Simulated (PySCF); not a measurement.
**Assigning NMR signals**

Geometry:
```
atom   x (Å)   y (Å)   z (Å)
  C1  -0.666   2.076   0.541
  C2  -1.007   0.659   0.211
  C3  -2.325   0.225   0.260
  C4  -2.672  -1.083  -0.028
  C5  -1.692  -1.996  -0.376
  C6  -0.373  -1.589  -0.439
  C7  -0.028  -0.274  -0.145
  N8   1.326   0.095  -0.214
  C9   2.402  -0.666   0.112
 C10   3.482   0.137  -0.163
 N11   3.018   1.309  -0.638
 N12   1.744   1.280  -0.663
 H13  -1.521   2.578   0.986
 H14   0.173   2.124   1.233
 H15  -0.368   2.611  -0.359
 H16  -3.095   0.932   0.532
 H17  -3.706  -1.389   0.020
 H18  -1.951  -3.019  -0.603
 H19   0.395  -2.290  -0.732
 H20   2.323  -1.651   0.519
 H21   4.529  -0.052  -0.053
```

[PySCF 2.14.0 with density-fitted response routines: geometry from GFN2-xTB; σ from GIAO-PBE0/pcSseg-1; in vacuum; averaged over atoms made equivalent by symmetry, fast rotation or ring inversion; single conformer; non-relativistic]

Scale: TMS for ¹³C, ¹H (reference shieldings calculated alike).

Q: Assign these signals to the numbered atoms. ¹³C{¹H} NMR (computed): δ 141.0, 140.3, 137.8, 137.7, 133.9, 131.8, 129.7, 127.2, 25.1.

A: 
141.0 → C7, aromatic carbon bearing nitrogen: an ipso carbon deshielded by its heteroatom
140.3 → C2, substituted aromatic carbon
137.8 → C10, aromatic CH next to a ring nitrogen
137.7 → C3, aromatic CH: the aromatic region
133.9 → C4, aromatic CH
131.8 → C5, aromatic CH
129.7 → C9, aromatic CH next to a ring nitrogen
127.2 → C6, aromatic CH: the aromatic region
25.1 → C1, methyl carbon on an aromatic ring: aliphatic region, no heteroatom directly attached

C7 and C2; C10 and C3 lie closer than the usual error of such a calculation, so a measured spectrum could show them in the other order.

Q: Assign these signals to the numbered atoms. ¹H NMR (300 MHz, computed): δ 7.93 (m, 1H), 7.91 (m, 1H), 7.75 (m, 1H), 7.64 (m, 1H), 7.63 (m, 1H), 7.54 (m, 1H), 2.86 (s, 3H).

A: 
| δ (ppm) | atoms | environment | reason |
| --- | --- | --- | --- |
| 7.93 | H20 | hydrogen on an aromatic CH next to a ring nitrogen | it sits in the deshielding region of the aromatic ring current |
| 7.91 | H21 | hydrogen on an aromatic CH next to a ring nitrogen | – |
| 7.75 | H16 | hydrogen on an aromatic CH | aromatic region |
| 7.64 | H18 | hydrogen on an aromatic CH | – |
| 7.63 | H17 | hydrogen on an aromatic CH | – |
| 7.54 | H19 | hydrogen on an aromatic CH | – |
| 2.86 | H13/H14/H15 | hydrogen on a methyl carbon on an aromatic ring | benzylic-type position, deshielded by the ring |

H20 and H21; H16 and H18; H18 and H17; H17 and H19 lie closer than the usual error of such a calculation, so a measured spectrum could show them in the other order.

Shifts are as computed. Against solution values, carbons near 30 ppm lie about +3 ppm off and those near 130 ppm about +5 ppm. Of 1211 compounds with measured shifts, 218 miss one by over three times the rms of a fit or turn the order of signals round; such compounds aren't used in these exercises. No couplings were computed; multiplicities are counted from neighbouring protons, with m where these are inequivalent, close in shift, in a saturated or five-membered ring or joined by F or P, and br s for small geminal =CH2 splittings.
